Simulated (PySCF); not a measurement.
Task: What does the PBE0-D3(BJ)/def2-SVP structure of trimethylborane, `CB(C)C` look like in three dimensions?

Result: 
```xyz
13
C3H9B angstrom
C     -0.300    1.640   -0.172
B      0.137    0.128   -0.114
C      1.656   -0.271   -0.019
C     -0.965   -0.996   -0.110
H     -0.739    1.893    0.812
H      0.507    2.359   -0.373
H     -1.116    1.798   -0.896
H      1.905   -0.221    1.060
H      2.340    0.430   -0.522
H      1.878   -1.301   -0.337
H     -1.967   -0.664    0.202
H     -1.056   -1.326   -1.164
H     -0.678   -1.894    0.458
```

Any rigid rotation of these coordinates is as good. Atoms count from 1 in this order. The 4 heavy atoms lie in one plane (0.006 Å rms). B2 (three-coordinate boron) is planar (angles 120.9°, 119.7° and 119.4°, sum 360.0°, 0.01 Å off the plane of its three neighbours). All 3 B–C bonds measure 1.573 to 1.574 Å.

Bonds between heavy atoms (Å): C1–B2 1.574, B2–C3 1.573, B2–C4 1.574.

Theory: PBE0-D3(BJ)/def2-SVP geometry optimisation, gas phase (PySCF).

No PBE0-D3(BJ)/def2-SVP frequencies stand behind this structure, so it isn't proved a minimum.
